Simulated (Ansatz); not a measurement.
Basis sets compared for B(NH2)3 (BN₃H₆). Charge 0, multiplicity 1. Geometry PBE-D4/def2-SVP. Ansatz on 2 threads of Arm Neoverse V2 on a shared host; times are rough, and most runs start from earlier orbitals.

```csv
atom,x (Å),y (Å),z (Å)
B1,0.009,0.009,0.008
N2,0.574,0.170,-1.305
H3,0.139,0.764,-2.008
H4,1.193,-0.526,-1.716
N5,0.577,-0.942,0.928
H6,0.074,-1.229,1.766
H7,1.244,-1.648,0.623
N8,-1.114,0.817,0.417
H9,-1.380,1.640,-0.122
H10,-1.317,0.945,1.408
```

Binding counts from free atoms (B doublet, N quartet, H doublet) in the same basis, without a counterpoise term.

```tsv
level	functions	energy (Eh)	HOMO (eV)	LUMO (eV)	binding per atom (eV)	wall time
HF/STO-3G	26	-189.1913	-7.95	11.64	2.95	0.1 s
PBE-D4/def2-SVP	86	-192.4523	-4.72	0.81	4.03	0.9 s
PBE0-D4/def2-SVP	86	-192.4743	-6.27	1.71	3.94	0.95 s
```

Q: Estimate the rows for HF/def2-TZVP, PBE-D4/def2-TZVP (with forces), PBE0-D4/def2-TZVP.

A: 
| level | functions | energy (Eh) | HOMO (eV) | LUMO (eV) | binding per atom (eV) | wall time |
| --- | --- | --- | --- | --- | --- | --- |
| HF/def2-TZVP | 160 | -191.7314 | -10.24 | 3.25 | 2.70 | 0.7 s |
| PBE-D4/def2-TZVP (with forces) | 160 | -192.6800 | -5.19 | -0.01 | 4.02 | 1.9 s |
| PBE0-D4/def2-TZVP | 160 | -192.6969 | -6.65 | 0.79 | 3.92 | 2 s |
